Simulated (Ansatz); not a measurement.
Consider the formal exchange of groups at the Se–As bond: `C[Se][AsH2]` + BH₃ → `B[Se]C` + arsine.

Program: Ansatz. Geometries: PBE0-D4/def2-TZVP. ΔE: electronic, gas phase. CCSD(T)/CBS adds triple-zeta CCSD(T) − MP2 to the extrapolated MP2 energy (def2 sets, frozen cores). This one scheme is used for every species. Functionals use def2-TZVPP. B3LYP here is the variant with VWN-RPA as its local correlation; programs differ in this. For As, Se outer-core shells are correlated without core-valence functions, which leaves a few kJ/mol of doubt a bond. Scalar relativity is left out up to krypton.

CCSD(T)/CBS gives -17.6 kcal/mol.

(1) Another level gave -17.9 kcal/mol. Which?
A. B3LYP/def2-TZVPP
B. BHLYP/def2-TZVPP
C. r2SCAN0-D4/def2-TZVPP
D. HF/def2-TZVPP

Largest T1 diagnostic among the species: 0.013.

Answers

(1) C. r2SCAN0-D4 -17.9, B3LYP -16.9, BHLYP -15.7, HF/def2-TZVPP -12.7 kcal/mol.

In def2-TZVPP, CCSD(T) changes the Hartree–Fock value by −5.6 kcal/mol (the triples alone add −0.7 kcal/mol) and MP2 by −4.7 kcal/mol. From PBE to PBE0 (25 % exact exchange), in def2-TZVPP and without D4, ΔE moves by +1.2 kcal/mol. At CCSD(T), def2-SVP lies −3.5 kcal/mol from the extrapolated value and def2-TZVPP −0.8 kcal/mol.
